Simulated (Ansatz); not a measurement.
Born–Oppenheimer molecular dynamics of BCl2H3O (7 atoms, charge 0, multiplicity 1). It starts from a rough guess of a transition structure, not a stationary point.

All numbers below come from UKS PBE0-D4/STO-3G (Ansatz 0.2.0).

```yaml
ensemble: NVE (velocity Verlet)
time_step: 0.5 fs
steps_asked: 150
starting_velocities_drawn_for: 1000 K
seed: 518567
```

Frames 1 fs apart, positions in Å, forces in eV/Å.

Velocities at 55.0 fs (Å/ps):

```
B -13.61 9.98 -7.47
H 51.73 -12.01 141.60
Cl 4.43 -0.04 -4.90
Cl -0.65 -0.14 4.78
H -26.27 -7.04 67.08
O -3.41 -6.72 -6.27
H 41.60 24.97 -24.81
```

```xyz
7
Properties=species:S:1:pos:R:3:forces:R:3 time_fs=55.0 energy_less_start_eV=-1.383 T=3121
B -0.614 -0.495 -0.089 3.12 2.15 -3.31
H -0.129 -1.423 0.331 -0.30 -2.00 0.53
Cl -0.128 -0.144 -1.955 -0.71 -1.25 0.33
Cl -2.012 0.362 0.403 -4.08 0.54 1.24
H 0.440 1.418 0.889 -2.02 0.45 1.24
O 0.424 0.594 0.349 -2.72 0.63 4.63
H 1.218 0.714 -0.056 6.72 -0.53 -4.67
7
Properties=species:S:1:pos:R:3:forces:R:3 time_fs=56.0 energy_less_start_eV=-1.687 T=3573
B -0.626 -0.484 -0.098 4.96 -0.91 -1.67
H -0.081 -1.441 0.473 -1.77 0.41 -1.24
Cl -0.124 -0.145 -1.960 -0.77 -1.37 0.42
Cl -2.014 0.362 0.408 -4.42 0.82 1.28
H 0.405 1.411 0.960 -1.44 -1.33 -0.32
O 0.420 0.588 0.344 2.61 3.24 2.92
H 1.285 0.737 -0.100 0.84 -0.87 -1.39
7
Properties=species:S:1:pos:R:3:forces:R:3 time_fs=57.0 energy_less_start_eV=-1.197 T=2839
B -0.634 -0.474 -0.108 5.89 -2.42 -0.36
H -0.049 -1.456 0.603 -2.49 1.50 -2.54
Cl -0.120 -0.145 -1.964 -0.80 -1.44 0.47
Cl -2.016 0.362 0.413 -4.56 1.00 1.27
H 0.356 1.392 1.028 -0.73 -2.23 -1.53
O 0.418 0.583 0.341 5.79 4.63 1.70
H 1.361 0.750 -0.157 -3.09 -1.05 0.98
7
Properties=species:S:1:pos:R:3:forces:R:3 time_fs=58.0 energy_less_start_eV=-0.586 T=1907
B -0.636 -0.467 -0.118 6.10 -2.86 0.55
H -0.040 -1.458 0.710 -2.66 1.79 -3.30
Cl -0.116 -0.146 -1.969 -0.79 -1.47 0.52
Cl -2.019 0.362 0.419 -4.47 1.06 1.18
H 0.299 1.351 1.082 -0.06 -2.30 -2.13
O 0.419 0.582 0.339 6.43 4.71 1.08
H 1.409 0.754 -0.206 -4.56 -0.93 2.10
7
Properties=species:S:1:pos:R:3:forces:R:3 time_fs=59.0 energy_less_start_eV=-0.397 T=1616
B -0.633 -0.462 -0.129 5.89 -2.75 1.24
H -0.057 -1.442 0.785 -2.55 1.73 -3.73
Cl -0.112 -0.148 -1.973 -0.76 -1.47 0.56
Cl -2.024 0.363 0.425 -4.16 1.02 1.01
H 0.243 1.290 1.116 0.51 -1.74 -2.11
O 0.424 0.583 0.337 5.76 3.85 0.49
H 1.415 0.750 -0.235 -4.70 -0.64 2.53
7
Properties=species:S:1:pos:R:3:forces:R:3 time_fs=60.0 energy_less_start_eV=-0.692 T=2065
B -0.625 -0.459 -0.138 5.38 -2.33 1.79
H -0.099 -1.410 0.824 -2.27 1.48 -3.95
Cl -0.109 -0.149 -1.978 -0.72 -1.47 0.60
Cl -2.030 0.364 0.431 -3.70 0.91 0.79
H 0.191 1.212 1.131 0.90 -0.70 -1.45
O 0.432 0.586 0.336 4.22 2.27 -0.19
H 1.376 0.739 -0.240 -3.82 -0.18 2.42
7
Properties=species:S:1:pos:R:3:forces:R:3 time_fs=61.0 energy_less_start_eV=-1.178 T=2802
B -0.612 -0.458 -0.145 4.59 -1.66 2.11
H -0.161 -1.364 0.826 -1.82 1.06 -3.94
Cl -0.105 -0.152 -1.982 -0.68 -1.47 0.64
Cl -2.037 0.365 0.437 -3.13 0.77 0.53
H 0.147 1.127 1.131 1.00 0.54 -0.29
O 0.443 0.591 0.335 1.33 0.22 -0.31
H 1.301 0.727 -0.223 -1.28 0.54 1.27
7
Properties=species:S:1:pos:R:3:forces:R:3 time_fs=62.0 energy_less_start_eV=-1.326 T=3025
B -0.595 -0.459 -0.151 3.44 -0.62 1.85
H -0.241 -1.308 0.791 -1.12 0.23 -3.45
Cl -0.102 -0.154 -1.986 -0.65 -1.47 0.68
Cl -2.045 0.367 0.444 -2.54 0.65 0.27
H 0.113 1.047 1.129 0.86 1.50 0.87
O 0.455 0.596 0.333 -3.68 -1.93 1.53
H 1.216 0.720 -0.194 3.67 1.63 -1.74
7
Properties=species:S:1:pos:R:3:forces:R:3 time_fs=63.0 energy_less_start_eV=-1.124 T=2738
B -0.575 -0.460 -0.155 1.98 1.16 0.52
H -0.332 -1.250 0.723 -0.14 -1.35 -2.02
Cl -0.099 -0.157 -1.990 -0.61 -1.46 0.74
Cl -2.054 0.368 0.451 -1.97 0.57 0.03
H 0.087 0.982 1.135 0.75 1.93 1.45
O 0.464 0.600 0.333 -7.78 -3.48 3.94
H 1.165 0.729 -0.183 7.76 2.63 -4.66
7
Properties=species:S:1:pos:R:3:forces:R:3 time_fs=64.0 energy_less_start_eV=-1.293 T=2977
B -0.553 -0.460 -0.158 0.58 3.94 -2.06
H -0.424 -1.206 0.636 0.81 -3.92 0.54
Cl -0.097 -0.161 -1.993 -0.54 -1.43 0.79
Cl -2.063 0.370 0.457 -1.45 0.54 -0.14
H 0.069 0.934 1.154 0.85 1.98 1.35
O 0.469 0.601 0.334 -5.11 -3.39 2.18
H 1.184 0.761 -0.212 4.87 2.28 -2.66
7
Properties=species:S:1:pos:R:3:forces:R:3 time_fs=65.0 energy_less_start_eV=-1.312 T=3016
B -0.530 -0.457 -0.164 -0.17 6.48 -4.32
H -0.509 -1.199 0.554 1.14 -6.25 2.75
Cl -0.094 -0.164 -1.997 -0.44 -1.34 0.79
Cl -2.072 0.372 0.464 -1.00 0.56 -0.24
H 0.058 0.906 1.186 1.14 1.74 0.65
O 0.471 0.601 0.337 -0.46 -2.15 -0.66
H 1.249 0.816 -0.267 -0.21 0.96 1.03
7
Properties=species:S:1:pos:R:3:forces:R:3 time_fs=66.0 energy_less_start_eV=-1.294 T=2995
B -0.508 -0.448 -0.173 -0.61 5.85 -3.64
H -0.583 -1.250 0.497 1.09 -5.54 2.06
Cl -0.091 -0.168 -2.000 -0.32 -1.17 0.70
Cl -2.082 0.374 0.471 -0.57 0.58 -0.30
H 0.059 0.894 1.224 1.43 1.31 -0.38
O 0.472 0.600 0.340 1.92 -0.83 -1.34
H 1.313 0.879 -0.312 -2.94 -0.19 2.89
```

Of the whole run (75 fs, mean temperature of the second half 2999 K): The conserved energy stayed within 3.8 meV per atom of its start (net change -2.1 meV per atom), so the integration is sound. The system heated up, since it started high on the potential surface and ran downhill. A run of 0.075 ps of so small a system gives no equilibrium averages. The orbitals stay closed-shell, which can raise the energy where a bond breaks towards radicals; this wasn't checked here. Limits of this set-up: minimal basis.

The run took 4.1 min on 1 thread of Arm Neoverse V2, with other jobs on the host, peak memory 0.12 GiB.
